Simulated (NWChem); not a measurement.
Molecule: ZrHOF₃; SMILES [OH][Zr]([F])([F])[F]

```xyz
6

Zr    -0.0004     0.0002    -0.0089
F     -0.6376    -1.6714    -0.6629
F      1.7504     0.3132    -0.6906
F     -1.1611     1.3889    -0.6029
O      0.0472    -0.0299     1.8899
H      0.0737    -0.0460     2.8461
```
Atoms are numbered in this order, from 1.

Results from NWChem. All runs use the structure optimised with PBE0/def2-SVP. def2 effective core potentials on Zr; no spin-orbit coupling.

For level B3LYP/def2-SVP (core potentials):

```
Property                     Result
---------------------------  ------
highest occupied level (eV)   -9.76
orbital gap (eV)               9.03
dipole (D)                     2.78
```

**Question.** Estimate the same quantities for level B3LYP/STO-3G (all-electron, non-relativistic).

**Answer.** 
- highest occupied level (eV): -4.92
- orbital gap (eV): 10.51
- dipole (D): 1.65
